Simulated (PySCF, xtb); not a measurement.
AlO3, SMILES [O][Al]1[O][O]1, multiplicity 2.

Harmonic wavenumbers (cm⁻¹) from xtb with GFN2-xTB at its own minimum, in rising order: 22, 131, 489, 559, 934, 1135.

### Question
What does B3LYP-D3(BJ)/def2-TZVP (PySCF) give at its own minimum? (An estimate is asked for; the answer gives what the named calculation found.)

### Answer
188, 191, 464, 562, 1112, 1161. Paired by order, the mean absolute difference is 77 cm⁻¹ and the zero-point energies are 4.7 and 5.3 kcal/mol.
